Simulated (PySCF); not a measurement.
# What a mistake does to a calculation on H5OSi2 anion

All numbers below are calculated, not measured. They come from PySCF 2.14.0, an open-source quantum chemistry program, on an isolated molecule that a program drew, which may never have been made. The molecule is H5OSi2 anion (charge -1, singlet), drawn as the SMILES string `[O-][SiH2][SiH3]`.

Each row is a Hartree-Fock (HF) and frozen-core CCSD(T) single point in the aug-cc-pV(D+d)Z basis, meant for a local HF minimum. Run 1 is clean. Each other run has one planted mistake out of seven kinds, and not every kind appears here: one electron removed, one electron added, multiplicity raised by two, geometry at a saddle point, minimal basis STO-3G, one bond length entered in bohr, all coordinates scaled. The reference is restricted for singlets and unrestricted otherwise, and also for a bond in bohr. Adding or removing an electron swaps singlet and doublet. Electrons count all cores. HOMO and LUMO are orbital energies over both spins, the gradient is its largest component, and the lowest frequency (negative if imaginary) is given only where the gradient is small. Bond lengths are over the 7 bonds as drawn. T1 is the CCSD diagnostic: over 0.02 (restricted) or 0.045 (unrestricted) a single reference is doubtful.

Geometry of the clean run:
```xyz
8
H5OSi2 anion, angstrom
O     1.3681   -1.4372   -2.7336
Si   -0.0845   -1.9778   -2.6169
Si   -0.8672   -2.2833   -0.3607
H    -0.3792   -3.3390   -3.2219
H    -1.1994   -1.1319   -3.2061
H    -2.2728   -2.8162   -0.2725
H    -0.8990   -1.0295    0.4627
H    -0.0582   -3.2479    0.4554
```

| run | electrons | basis functions | <S^2> | HOMO (eV) | LUMO (eV) | gradient (hartree/bohr) | lowest frequency (cm^-1) | mean bond (Å) | longest bond (Å) | T1 | HF (hartree) | CCSD(T) (hartree) | mistake |
|---|---|---|---|---|---|---|---|---|---|---|---|---|---|
| 1 | 42 | 132 | 0.000 | -4.57 | 3.76 | 2.0e-05 | 121 | 1.6436 | 2.408 | 0.0182 | -655.69213 | -656.18894 | no fault |
| 2 | 41 | 132 | 0.767 | -11.13 | -0.08 | 1.2e-01 | - | 1.6436 | 2.408 | 0.0446 | -655.61539 | -656.05764 | one electron removed |
| 3 | 42 | 132 | 2.014 | 0.96 | 3.09 | 1.2e-01 | - | 1.6436 | 2.408 | 0.0919 | -655.57821 | -656.03161 | multiplicity raised by two |
| 4 | 42 | 28 | 0.000 | 1.85 | 17.22 | 5.1e-02 | - | 1.6436 | 2.408 | 0.0215 | -647.73101 | -647.89967 | minimal basis STO-3G |
| 5 | 42 | 132 | 0.000 | -4.43 | 3.77 | 1.2e-01 | - | 1.5417 | 2.258 | 0.0169 | -655.65979 | -656.14902 | ? |
| 6 | 42 | 132 | 0.763 | -4.23 | 3.60 | 1.1e-02 | - | 1.8343 | 2.835 | 0.0587 | -655.58846 | -656.08145 | ? |

**Which mistake was planted in run 5, and what did it cost?**

The mean and the longest bond both change by the same factor, 0.938, and the gradient is no longer small. So the mistake is: all coordinates scaled. Subtracting run 1 and multiplying by 627.51 kcal/mol a hartree, the energy moved by 20.3 kcal/mol in HF and 25.1 kcal/mol in CCSD(T).

**Which mistake was planted in run 6, and what did it cost?**

The mean bond changes by a factor of 1.116 and the longest by 1.177, so the molecule wasn't scaled as a whole. A length L in bohr read as angstrom grows by (1/0.5292 - 1) L = 0.890 L. The 7 bonds together grew by 7 x 0.1907 = 1.335 Å, which gives L = 1.500 Å. That is the length of one of the H-Si bonds, 1.500 Å in the clean geometry. So the mistake is: one bond length entered in bohr. Subtracting run 1 and multiplying by 627.51 kcal/mol a hartree, the energy moved by 65.1 kcal/mol in HF and 67.5 kcal/mol in CCSD(T).

Cautions from the logs. Run 3: T1 is over the limit, so its CCSD(T) energy is less reliable and the HOMO is above zero, so the electron isn't bound and the energy depends on the basis; run 4: T1 is over the limit, so its CCSD(T) energy is less reliable and the HOMO is above zero, so the electron isn't bound and the energy depends on the basis; run 6: T1 is over the limit, so its CCSD(T) energy is less reliable.
